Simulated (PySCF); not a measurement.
C2H5OS, SMILES [CH2]S(C)=O, multiplicity 2. Atoms are numbered in the order given.

```xyz
9

C      1.1940    -0.5769     0.9031
S      0.1424    -0.0939    -0.4060
C     -1.4852    -0.4932     0.3679
O      0.1917     1.3949    -0.6051
H      1.2337    -1.6405     1.1590
H      2.0660     0.0640     1.0589
H     -1.5977     0.1521     1.2489
H     -1.5250    -1.5588     0.6345
H     -2.2422    -0.2520    -0.3904
```
Charge 0, spin multiplicity 2.

Geometry: B3LYP-D3(BJ)/def2-SVP. The isomer is the one that the SMILES or the coordinates give; other isomers of the formula were not compared.

Level of theory: TDA-LC-ωPBE/def2-SVPD in PySCF.

Vertical excitations. Gas-phase values at a fixed geometry.

| state | energy (eV) | λ (nm) | f | main pairs |
|---|---|---|---|---|
| root 1 | 3.36 | 369 | 0.024 | β HOMO→LUMO 91 % |
| root 2 | 4.61 | 269 | 0.005 | β HOMO−1→LUMO 90 % |
| root 3 | 5.12 | 242 | 0.003 | α HOMO→LUMO+1 23 %, α HOMO→LUMO+4 19 %, α HOMO→LUMO+5 9 %, α HOMO→LUMO+2 7 %, β HOMO→LUMO+2 11 %, β HOMO→LUMO+5 7 % |
| root 4 | 6.01 | 206 | 0.016 | α HOMO→LUMO+7 18 %, α HOMO→LUMO+2 17 %, α HOMO→LUMO+6 12 %, α HOMO→LUMO+3 8 %, β HOMO→LUMO+2 11 %, β HOMO→LUMO+5 6 % |
| root 5 | 6.05 | 205 | 0.028 | α HOMO→LUMO+1 21 %, α HOMO→LUMO+7 7 %, α HOMO→LUMO+4 7 %, β HOMO→LUMO+2 25 %, β HOMO→LUMO+5 12 %, β HOMO→LUMO+6 9 % |
| root 6 | 6.45 | 192 | 0.007 | α HOMO→LUMO 70 %, α HOMO→LUMO+5 11 % |
| root 7 | 6.69 | 185 | 0.000 | β HOMO−2→LUMO 36 %, β HOMO−4→LUMO 13 %, β HOMO−6→LUMO 7 % |
| root 8 | 6.80 | 182 | 0.004 | α HOMO−1→LUMO+1 6 %, β HOMO−2→LUMO 16 %, β HOMO−1→LUMO+2 15 %, β HOMO−1→LUMO+5 8 % |
| root 9 | 6.87 | 180 | 0.011 | α HOMO→LUMO+2 15 %, α HOMO→LUMO+5 14 %, α HOMO→LUMO 7 %, β HOMO−1→LUMO+2 5 % |
| root 10 | 7.13 | 174 | 0.038 | β HOMO→LUMO+8 19 %, β HOMO→LUMO+3 12 %, β HOMO→LUMO+1 10 %, β HOMO→LUMO+6 10 % |
Unrestricted roots are not spin-pure.
